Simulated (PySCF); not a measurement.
Si(vinyl)2F2, C₄H₆F₂Si.
SMILES: `C=C[Si](F)(F)C=C`

The closed-shell ground state was solved at several levels (PySCF, density fitting, gas phase, non-relativistic). The structure is a single PBE0-D3(BJ)/def2-SVP conformer in the gas phase; no vibrational or solvent corrections.

| level | basis functions | total energy (Eh) | HOMO (eV) | LUMO (eV) | gap (eV) | dipole (D) |
| --- | --- | --- | --- | --- | --- | --- |
| wB97X-D/pcSseg-1 | 156 | -645.1497 | -10.09 | 0.54 | 10.63 | 2.55 |
| PBE0/pcSseg-1 | 156 | -644.7586 | -8.24 | -1.26 | 6.98 | 2.53 |

Task: What might CAM-B3LYP/def2-SVPD (198 basis functions) give for the same quantities?

Result: Total energy -644.8390 Eh, HOMO -9.58 eV, LUMO -0.19 eV, gap 9.39 eV, dipole 2.60 D.

Task: Over all these levels, which gives the widest orbital gap and which the narrowest?

Result: wB97X-D/pcSseg-1 (range-separated hybrid) has the widest, 10.63 eV, and PBE0/pcSseg-1 (global hybrid, 25 % exact exchange) the narrowest, 6.98 eV. The two share the basis. From the narrowest to the widest the HOMO moves by -1.85 eV and the LUMO by +1.80 eV.

Task: How far do the dipole and the HOMO energy spread over the levels?

Result: The dipole runs from 2.53 to 2.60 D (mean 2.56 D) and the HOMO from -10.09 to -8.24 eV.

wB97X-D is run here without its empirical dispersion term; that term would change no orbital, density or response property at a fixed geometry.
